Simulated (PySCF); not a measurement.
## Computed properties of C4H2N2, SMILES C(=N\C#N)/C#C

C4H2N2, SMILES C#C/C=N/C#N. Geometry: PBE0-D3(BJ)/def2-SVP. The structure was generated by enumeration; whether it is a known compound was not checked. Other conformers were not sampled. All values are computed for the isolated molecule unless a solvent is named; none is compared with measurement here.

**Structure.** The optimised structure has Cs symmetry. All 18 harmonic modes at PBE0-D3(BJ)/def2-SVP (PySCF) are real, so it is a minimum. With heavy atoms numbered as in [CH:1]#[C:2]/[CH:3]=[N:4]/[C:5]#[N:6], the shortest bond between them is C5–N6 at 1.164 Å and the longest C2–C3 at 1.421 Å.

**Vibrations.** The strongest infrared lines (harmonic, unscaled, degenerate partners summed) lie at 1720 cm⁻¹ (142 km/mol, C 53 %, N 44 %), 2235 cm⁻¹ (95 km/mol, C 90 %, H 9 %), 3480 cm⁻¹ (85 km/mol, H 85 %, C 15 %). The softest mode is at 125 cm⁻¹ and the zero-point energy is 30.7 kcal/mol.

**Electronic structure.** ωB97X/def2-TZVP (PySCF) places the frontier levels at -10.75 and -1.10 eV, a gap of 9.65 eV, and gives a dipole moment of 5.55 D and a mean polarisability of 62.4 bohr³. PBE/def2-TZVP (PySCF) at the same geometry gives -7.15 and -4.03 eV, so its gap is 6.53 eV narrower. An orbital gap is neither the optical nor the fundamental gap.

**Excitations.** TDA-PBE0/def2-SVPD (PySCF) has S1 at 3.72 eV (333 nm, f = 0.001, dark); the most intense of the 10 singlets computed lies at 5.25 eV (f = 0.58). T1 (TDA) is at 2.94 eV, 0.78 eV under S1. TDA-PBE/def2-SVPD (PySCF) puts S1 at 3.29 eV. No vertical singlet excitation falls in the visible range (under 3.1 eV).

**NMR.** GIAO shifts at KT2/pcSseg-1 (PySCF) (non-relativistic, atoms alike by connectivity averaged): ¹³C from 83.2 to 155.6 ppm against TMS; ¹H from 4.6 to 8.1 ppm against TMS.
